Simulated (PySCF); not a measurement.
Bonds (- single, = double, # triple, : aromatic): N1-C2, C2-C3, C3-C4, C4-C5, C5-C6, C6-C7, C7-C2, C6-C4. N1 carries H8, H9; C2 carries H10; C3 carries H11, H12; C4 carries H13; C5 carries H14, H15; C6 carries H16; C7 carries H17, H18. Stereochemistry as in N[C@H]1C[C@@H]2C[C@@H]2C1. H15 is cis to C3 on the ring; H11, H18 are cis to N1 on the ring; H14 is trans to C3 on the ring; H12, H17 are trans to N1 on the ring.

Theoretical values (PySCF 2.14.0 with density-fitted response routines): GFN2-xTB structure, σ from GIAO-PBE0/pcSseg-1. One averaged value for each set of equivalent atoms, no solvent, no relativistic terms, one computed conformer.

List the cross peaks expected in HSQC, COSY and HMBC spectra.

Answers



HSQC (one-bond C–H):
```csv
δH,δC
3.42 (H10),52.4 (C2)
2.08 (H12/H17),42.0 (C3/C7)
1.77 (H11/H18),42.0 (C3/C7)
1.31 (H13/H16),20.8 (C4/C6)
0.33 (H14),11.1 (C5)
-0.13 (H15),11.1 (C5)
```

COSY cross peaks (H two or three bonds apart, from the bond graph; peaks can be absent where the dihedral angle is near 90°):
```csv
δH,δH
3.42 (H10),2.08 (H12/H17)
3.42 (H10),1.77 (H11/H18)
2.08 (H12/H17),1.77 (H11/H18)
2.08 (H12/H17),1.31 (H13/H16)
1.77 (H11/H18),1.31 (H13/H16)
1.31 (H13/H16),0.33 (H14)
1.31 (H13/H16),-0.13 (H15)
0.33 (H14),-0.13 (H15)
```

HMBC (two and three bonds, from the bond graph):
```csv
δH,δC
3.42 (H10),"42.0 (C3/C7), 20.8 (C4/C6)"
2.08 (H12/H17),"52.4 (C2), 42.0 (C3/C7), 20.8 (C4/C6), 11.1 (C5)"
1.77 (H11/H18),"52.4 (C2), 42.0 (C3/C7), 20.8 (C4/C6), 11.1 (C5)"
1.31 (H13/H16),"52.4 (C2), 42.0 (C3/C7), 20.8 (C4/C6), 11.1 (C5)"
0.33 (H14),"42.0 (C3/C7), 20.8 (C4/C6)"
-0.13 (H15),"42.0 (C3/C7), 20.8 (C4/C6)"
```

References, each an isolated molecule treated in the same way: 1H and 13C against TMS.

Short H···H contacts in this conformer between protons four or more bonds apart (candidates for NOE cross peaks, intensity ∝ r⁻⁶): H10···H15 2.34 Å.

OH/NH shifts are gas-phase values; hydrogen bonding in solution moves them, usually downfield. Shifts are as computed. Against solution values, carbons near 30 ppm lie about +3 ppm off and those near 130 ppm about +5 ppm. Of 1211 compounds with measured shifts, 218 miss one by over three times the rms of a fit or turn the order of signals round; such compounds aren't used in these exercises.
